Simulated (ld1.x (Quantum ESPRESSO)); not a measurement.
# Configuration tests for sulfur (S) (PAW)

- Element: S
- Generator: ld1.x (Quantum ESPRESSO) 7.5
- Type: PAW
- Functional: BLYP
- Relativity: scalar-relativistic
- Frozen core: [He]
- Valence charge: 14
- Reference configuration: 2s2 2p6 3s2 3p2 (charge +2)
- Partial waves: 2s (bound): rcut 0.65, rcutus 0.70 bohr; 3s (bound): rcut 0.65, rcutus 0.70 bohr; 2p (bound): rcut 0.70, rcutus 0.95 bohr; 3p (bound): rcut 0.70, rcutus 0.95 bohr; 3d channel at -0.2 Ry: rcut 0.80, rcutus 0.95 bohr; 3d channel at 1.75 Ry: rcut 0.80, rcutus 0.95 bohr
- Local potential: all-electron potential smoothed inside 0.80 bohr (lloc = -1)
- Core correction: Bessel-smoothed model core inside 0.70 bohr
- Augmentation charge: PSQ, inside the norm-conserving radii

Energies are relative to the spin-unpolarised reference configuration 2s2 2p6 3s2 3p2; without spin polarisation the order of configurations can differ from experiment.

```tsv
valence configuration	charge	ΔE all-electron (eV)	error AE − PS (meV)
2s2 2p6 3s2 3p4	0	-33.756	0.0
2s2 2p6 3s2 3p1	+3	33.927	-0.3
2s2 2p6 3s0 3p6	0	-12.996	+54
2s2 2p6 3s2 3p4.3	-0.3	-35.423	-0.2
2s2 2p6 3s1 3p4	+1	-11.262	+17
```

Task: What are ΔE and the potential's error for 2s1 2p6 3s2 3p4?

Result: ΔE = 193.458 eV all-electron; the error (AE − PS) is -137 meV.

Task: What are ΔE and the potential's error for 2s2 2p6 3s2 3p3?

Result: ΔE = -22.137 eV all-electron; the error (AE − PS) is +0.3 meV.

Levels in the configuration 2s2 2p6 3s2 3p4.3:

| level | all-electron (eV) | pseudo (eV) |
| --- | --- | --- |
| 2s | -208.568 | -208.545 |
| 2p | -153.571 | -153.540 |
| 3s | -14.363 | -14.353 |
| 3p | -4.280 | -4.280 |

ld1.x printed “convergence not achieved” for 4 of the counted tests; their residual had stalled under 1e-8, short of the target of 1e-14.
